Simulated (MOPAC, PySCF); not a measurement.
[Zr(F)2(NH2)2], neutral singlet in the gas phase. 

Cartesian coordinates (Å):
```xyz
9

Zr     0.0486    -0.0188    -0.0732
F      0.8771     1.5942    -0.7217
F      0.2670    -0.6306     1.7396
N     -1.9642     0.2472    -0.3373
H     -2.7071    -0.3566     0.0382
H     -2.3952     0.8778    -1.0260
N      0.7508    -1.5550    -1.2301
H      0.7122    -2.5528    -0.9835
H      1.0043    -1.4918    -2.2248
```
Charge 0, multiplicity 1.

All levels are single points at this geometry (BP86-D3(BJ)/def2-SVP); Pople sets use spherical d functions. Orbital energies aren't observables, and empty levels follow the basis.

B3LYP/6-31G* (LANL2DZ on Zr) in PySCF gives gap (eV) = 5.53.

### Question
Estimate the gap (eV) from each of these levels: B3LYP-D3(BJ)/def2-TZVP in PySCF; TPSSh-D3(BJ)/def2-TZVP in PySCF; B3LYP/LANL2DZ in PySCF; BP86/6-31G* (LANL2DZ on Zr) in PySCF; M06-2X/6-31G* (LANL2DZ on Zr) in PySCF; PBE/6-31G* (LANL2DZ on Zr) in PySCF; SVWN5/6-31G* (LANL2DZ on Zr) in PySCF; PM7 in MOPAC.

### Answer

| level | gap (eV) |
|---|---|
| B3LYP-D3(BJ)/def2-TZVP in PySCF | 5.87 |
| TPSSh-D3(BJ)/def2-TZVP in PySCF | 5.13 |
| B3LYP/LANL2DZ in PySCF | 5.45 |
| BP86/6-31G* (LANL2DZ on Zr) in PySCF | 3.73 |
| M06-2X/6-31G* (LANL2DZ on Zr) in PySCF | 8.31 |
| PBE/6-31G* (LANL2DZ on Zr) in PySCF | 3.74 |
| SVWN5/6-31G* (LANL2DZ on Zr) in PySCF | 3.71 |
| PM7 in MOPAC | 10.76 |
